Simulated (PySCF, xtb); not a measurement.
n-butyl acetate (C6H12O2), SMILES CCCCOC(C)=O.

GFN2-xTB in xtb 6.7.1 at its own geometry gives an orbital gap of 5.17 eV and a dipole moment of 2.62 D.

Geometry: TPSSh-D3(BJ)/def2-SVP. One conformer was computed; it need not be the lowest.

**Question.** What does ωB97X/def2-SVP (PySCF) give? (An estimate is asked for; the answer gives what the named calculation found.)

**Answer.** gap 13.16 eV (levels -10.23 and 2.93 eV), dipole 1.99 D.
